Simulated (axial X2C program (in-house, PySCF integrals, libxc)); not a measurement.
Testing model relations on LiBa⁺

A bond curve at the PBE0 level, 2c, was computed with an in-house relativistic program for diatomic molecules (basis Ba dyall-cv3z [14s14p9d5f1g], Li dyall-cv3z [7s8p2d] (cores contracted in-house)) for the state Ω = 0 (closed shell). Its fit gives Re = 3.5375 Å, ωe = 234.4 cm⁻¹, ωexe = 1.25 cm⁻¹ and αe = 1.574e-03 cm⁻¹; the masses are 137.9052 and 7.0160 u. Two-component means X2C with spin–orbit coupling and atomic mean-field Coulomb and Gaunt terms.

**Question.** Find the reduced mass, Be and the force constant.

**Answer.** From the PBE0 values: μ = 6.6763 u. Be = 16.8576/(μ Re²) = 0.2018 cm⁻¹. k = 5.8918×10⁻⁷ μ ωe² = 0.216 mdyn/Å.

**Question.** Give B0, the J = 1←0 line in GHz and the most populated J at 300 K (kT = 208.5 cm⁻¹).

**Answer.** B0 = Be − αe/2 = 0.201 cm⁻¹; 2B0 = 12.05 GHz; J(max) ≈ √(kT/2B0) − 1/2 = 22.3, so J = 22.

**Question.** Estimate De from a Morse curve and compare with the computed well depth of 1.330 eV to Ba+ + Li.

**Answer.** De(Morse) = ωe²/(4ωexe) = 1.362 eV against 1.330 eV computed, a ratio of 1.02. For De the Morse form works well here.

**Question.** Where do the fundamental and the first overtone lie?

**Answer.** ν(1←0) = ωe − 2ωexe = 231.9 cm⁻¹; ν(2←0) = 2ωe − 6ωexe = 461.3 cm⁻¹.

**Question.** A Morse curve ties αe to the other constants (Pekeris). How well does that hold?

**Answer.** αe(Morse) = 6Be²/ωe × (√(ωexe/Be) − 1) = 1.552e-03 cm⁻¹; the PBE0 curve gives 1.574e-03 cm⁻¹, a ratio of 0.99.

The state is one determinant whose occupation by symmetry is held fixed; it was picked as the lowest of a PBE0 search that is not exhaustive. Dissociation energies refer to the lowest single-determinant-based atoms at the same level and basis.
